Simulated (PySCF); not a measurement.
Si(OSiH3)(H)(NHSiH3)2 (H12N2OSi4), SMILES [SiH3]N[SiH](N[SiH3])O[SiH3].

The structure is a stationary point at B3LYP-D3(BJ)/def2-SVP. Other conformers were not sampled.

The numbers are results of SMD-M06-2X/def2-SVP run with PySCF, not measurements.

Solvation free energies are E(SMD) − E(gas) at the gas-phase geometry, for 1 M in both phases. In vacuum the dipole moment is 1.55 D.

### Question
Rank water, chloroform, 2-propanol by solvation free energy, most negative first.

### Answer
2-propanol (-3.6 kcal/mol), chloroform (-2.9 kcal/mol), water (2.3 kcal/mol)
